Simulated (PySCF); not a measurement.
**Co+: ionisation energy**

Co+ [Ar] 3d8 (3F) → Co(2+) [Ar] 3d7 (4F), as a difference of total energies. Calculation: PySCF 2.14, in def2-QZVPPD (11s6p5d4f2g, 100 functions); the non-relativistic Hamiltonian (point nucleus). Correlated levels: valence: [Ar] frozen. The calculations carry no spin-orbit coupling.

```
           method  ionisation energy (eV)  plus first-order spin-orbit estimate  difference from reference of that sum (eV)
              UHF                  14.329                                14.318                                      -2.766
    MP2 (valence)                  17.092                                17.082                                      -0.002
SCS-MP2 (valence)                  16.991                                16.981                                      -0.103
   CCSD (valence)                  16.582                                16.571                                      -0.513
CCSD(T) (valence)                  16.754                                16.743                                      -0.341
```

Reference: 17.084 eV (measured; NIST Atomic Spectra Database, ionization energies).

A first-order spin-orbit estimate (lowest level to lowest level, LS coupling) adds -0.011 eV.

These non-relativistic numbers lack the scalar-relativistic shift.

Errors of the correlated levels include the incompleteness of this basis and the frozen core.
